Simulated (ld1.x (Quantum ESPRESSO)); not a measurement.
## Which change was made? (Sr, TM semilocal)

ld1.x (Quantum ESPRESSO) 7.5 input, shortened:

```
&input
   title='Sr', zed=38., rel=1, dft='PZ', iswitch=3,
   config='[Kr] 4d0 5s2 5p0'
 /
 &inputp
   pseudotype=1, tm=.true., lloc=0,
   nlcc=.false.
 /
3
4P  2  1   6.00   0.00  2.60  2.60  0.0
4D  3  2   0.00   0.00  3.80  3.80  0.0
5S  1  0   2.00   0.00  2.95  2.95  0.0
 &test
   configts(1)='4p6 4d0 5s2 5p0'
 /
```

Cutoffs, loose and tight: the cutoffs (Ry, on a coarse ladder) from which the occupation-weighted sum of valence levels, in a spherical-Bessel basis at the reference potential, stays within 10 and 1 mRy of its value at 400 Ry. They do not see the model core or the augmentation charge, which bear on the density cutoff. Test errors are all-electron minus pseudo excitation energies from the reference, over the configurations 4p6 4d0 5s1 5p0; 4p6 4d0 5s0 5p0; 4p6 4d0 5s1.5 5p0; 4p6 4d0 5s0 5p2; 4p6 4d0 5s1 5p1; 4p6 4d1 5s0 5p0; 4p6 4d0 5s0 5p1 (two spin-polarised tests are not counted in the largest error); variants that change the core or the reference have their own tests.

The base gives: outcome: generated; cutoff, loose: 18 Ry; cutoff, tight: 30 Ry; bound ghosts: none; largest test error (meV): +102.

Task: After one change the result is: outcome: generated; cutoff, loose: 15 Ry; cutoff, tight: 25 Ry; bound ghosts: none; largest test error (meV): +45. Which change was it?
A. all radii scaled by about 1.25 (s 3.68, p 3.24, d 4.74 bohr)
B. all radii scaled by about 0.82 (s 2.42, p 2.14, d 3.12 bohr)
C. all radii scaled by about 1.37 (s 4.04, p 3.56, d 5.20 bohr)
D. all radii scaled by about 1.14 (s 3.38, p 2.98, d 4.34 bohr)

Result: D. The others give: all radii scaled by about 1.25 (s 3.68, p 3.24, d 4.74 bohr) → outcome: generated; cutoff, loose: 15 Ry; cutoff, tight: 25 Ry; bound ghosts: none; largest test error (meV): -98 | all radii scaled by about 1.37 (s 4.04, p 3.56, d 5.20 bohr) → outcome: generated; cutoff, loose: 15 Ry; cutoff, tight: 25 Ry; bound ghosts: none; largest test error (meV): -290 | all radii scaled by about 0.82 (s 2.42, p 2.14, d 3.12 bohr) → outcome: generated; cutoff, loose: 18 Ry; cutoff, tight: 40 Ry; bound ghosts: none; largest test error (meV): +80.
